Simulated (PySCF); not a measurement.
Molecule: `C#C[Si@H](O)O/C=C/C=C`, C₆H₈O₂Si.

Geometry (Å), atoms numbered from 1 in this order:
```xyz
17

C     3.631    0.477    1.408
C     3.071    0.198    0.383
Si    2.152   -0.249   -1.170
O     2.700    0.529   -2.476
O     0.594    0.231   -1.010
C    -0.337   -0.070   -0.092
C    -1.557    0.473   -0.110
C    -2.569    0.162    0.867
C    -3.783    0.706    0.877
H     4.131    0.727    2.300
H     2.280   -1.663   -1.482
H     2.423    1.420   -2.676
H    -0.043   -0.780    0.673
H    -1.811    1.181   -0.885
H    -2.290   -0.558    1.625
H    -4.514    0.453    1.625
H    -4.085    1.425    0.134
```

Frames of a GFN2-xTB Langevin trajectory at 400 K; GIAO PBE0/pcSseg-1 shieldings in PySCF 2.14, gas phase, non-relativistic; equivalent atoms averaged within each frame.

Shifts are taken against calculated references (same method and geometry level): 13C (186.93 ppm) and 29Si (349.16 ppm) and 1H (31.72 ppm) against TMS; 17O (336.08 ppm) vs H2O. The references are static minima.

Task: How do the shifts (ppm) fluctuate along the trajectory?

Result: 
```tsv
time (fs)	C6	C8	C7	C9	C1	C2	Si3	O5	O4	H13
250	154.4	143.3	125.9	121.2	94.0	90.3	-76.1	135.3	53.6	7.89
425	149.7	145.0	131.0	124.8	100.2	95.6	-61.9	135.8	48.9	7.17
625	147.5	137.1	125.2	131.6	94.9	94.5	-51.1	142.7	80.9	5.69
800	145.3	134.9	123.2	134.2	96.3	93.1	-55.8	144.4	67.5	6.16
1000	143.9	138.6	127.7	123.9	101.1	98.4	-59.1	138.1	47.8	6.76
mean of frames	148.2	139.8	126.6	127.1	97.3	94.4	-60.8	139.3	59.7	6.74
standard deviation	4.1	4.2	2.9	5.5	3.2	3.0	9.4	4.1	14.2	0.86
```

5 frames give an uncertainty of the mean of about the standard deviation over 2.2 at best, since frames this close in time may not be independent; classical motion lacks zero-point vibration, and the reference would need the same averaging.
